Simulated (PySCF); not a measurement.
# Dipole moment and polarisability of SiEt(NCO)3

Compound: SiEt(NCO)3, C5H5N3O3Si.
Structure used (PBE0-D3(BJ)/def2-SVP), in Å, numbered top down from 1:
```xyz
17
C5H5N3O3Si angstrom
Si    -0.177   -0.252   -0.405
C     -0.231   -0.340    1.442
C      0.502    0.804    2.140
H      0.191   -1.317    1.734
H     -1.294   -0.369    1.737
H      0.435    0.714    3.234
H      1.570    0.818    1.873
H      0.079    1.782    1.862
N      1.442   -0.251   -0.961
C      2.552   -0.247   -1.411
O      3.637   -0.246   -1.838
N     -0.927    1.177   -0.971
C     -1.410    2.149   -1.479
O     -1.888    3.097   -1.959
N     -0.978   -1.587   -1.110
C     -1.507   -2.514   -1.654
O     -2.025   -3.418   -2.174
```

Level: B3LYP/def2-SVPD (PySCF), static field, nuclei fixed, core orbitals frozen in the response. The polarisability tensor in these axes (au):

```
x   116.63   1.75   3.01
y     1.75 118.77   3.91
z     3.01   3.91  99.14
```

Problem. Diagonalise the tensor; give its mean and Δα, where Δα² is half the sum of the squared differences of the eigenvalues.

Solution. Principal values 98.02, 115.67 and 120.85 au; mean 111.51 au = 16.52 Å³ = 18.39 × 10⁻⁴⁰ C²·m²/J; Δα = 20.73 au (19 % of the mean).

Problem. What is the dipole moment, and where does it point?

Solution. (-0.12, -0.08, 3.16) D, 3.16 D in size, pointing from the negative to the positive side. Measured along this direction, the outermost atoms are O17, O14 and O11 at the negative end and H6 at the positive end.

Problem. Rayleigh depolarisation ratio (linearly polarised light, static tensor)?

Solution. ρ = 3Δα²/(45ᾱ² + 4Δα²) = 1289.5/(559591 + 1719.3) = 0.0023.

Problem. Find the Langevin capture rate constant for NH4+ (18.034 u) meeting this molecule (183.010 u), k = 2.342 × 10⁻⁹ cm³/s × √(α in Å³ / reduced mass in u).

Solution. The reduced mass is 16.42 u, so k = 2.35 × 10⁻⁹ cm³/s. The formula leaves out the permanent dipole, which adds to the capture rate.

Problem. What would n − 1 = 2πNα be for an ideal gas of these molecules at 400 K and 1 atm, electronic part alone?

Solution. N = p/kT = 1.8347 × 10¹⁹ cm⁻³, so n − 1 = 2π × N × 16.52 × 10⁻²⁴ cm³ = 1905 × 10⁻⁶ at long wavelengths.

Problem. How large is μ²/3kT at 298 K beside α?

Solution. In Gaussian units μ²/3kT = 80.98 Å³ against 16.52 Å³, a ratio of 4.90; the Debye molar polarisation (4π/3)N_A(α + μ²/3kT) is 246.0 cm³/mol, leaving out the vibrational part.

One conformer (not necessarily the lowest) at the PBE0-D3(BJ)/def2-SVP geometry, without solvent, vibrations or thermal averaging.

The run behind these numbers computed excited states as well. Hardware: AMD EPYC 9R45, 2 threads, no GPU, on a shared host. Cost: 52 s wall, 2.0 min CPU (with the writing of density and orbital grids), 1.8 GiB resident at most.
